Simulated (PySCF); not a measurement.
Species: C3H13OPSi2.
Atom-mapped SMILES: `[CH3:1][O:2][Si@@:3]([CH3:4])([PH2:5])[SiH2:6][CH3:7]`

A calculation gives these core lines: C 1s: 290.08 (area 1), 290.22 (area 1), 292.22 (area 1) eV; O 1s: 537.62 eV; Si 1s: 1845.71 (area 1), 1846.33 (area 1) eV; Si 2p3/2: 105.98 (area 1), 106.45 (area 1) eV; P 1s: 2149.45 eV; P 2p3/2: 135.92 eV.

The calculation used delta-SCF UKS SCAN, pcX-2 on the ionised atom, pcseg-1 elsewhere, spin-free X2C in PySCF 2.14.0. Geometry: PBE0-D3(BJ)/def2-SVP, one conformer, isolated molecule.

Q: Which silicon gives which Si 1s line?

A: 1845.71 eV: Si6 (SiH2 silicon); 1846.33 eV: Si3 (oxygen-bound silicon). The listed Si 1s values span 0.62 eV, from Si6 (bonded to C, 2 H and Si) to Si3 (bonded to O, C, P and Si). Summing the Pauling electronegativity differences to the bonded atoms, each weighted by its formal bond order, gives +1.25 for the lowest site and +2.48 for the highest.

Q: Assign the Si 2p3/2 lines to atoms.

A: 105.98 eV: Si6 (SiH2 silicon); 106.45 eV: Si3 (oxygen-bound silicon). Lowest listed Si 2p3/2: Si6, bonded to C, 2 H and Si. Highest, 0.47 eV above it: Si3, bonded to O, C, P and Si.

Bonded neighbours of each site: C1: O and 3 H; O2: C and Si; Si3: O, C, P and Si; C4: 3 H and Si; P5: 2 H and Si; Si6: C, 2 H and Si; C7: 3 H and Si.

Q: Express the binding energy of C 1s of C1 in atomic units and per mole.

A: 292.22 eV = 10.7389 Eh = 28195 kJ/mol.

2p3/2 and 2p1/2 are the ΔSCF energy of one spin-free 2p hole plus the eigenvalues of a spin–orbit and ligand-field matrix of the shell. 2p1/2 minus 2p3/2 (ligand field included): Si 0.62 eV, P 0.89 eV.

The run took 2.8 min of wall time on Arm Neoverse V1, one thread, no GPU, on a shared host, and the process peaked at 0.73 GiB of memory.

Conformer computed: `[CH3:1][O:2][Si@@:3]([CH3:4])([PH2:5])[SiH2:6][CH3:7]`: C1–O2–Si3–C4 70°, O2–Si3–Si6–C7 -172°, H–P5–Si3–O2 174°, H–P5–Si3–O2 80°.
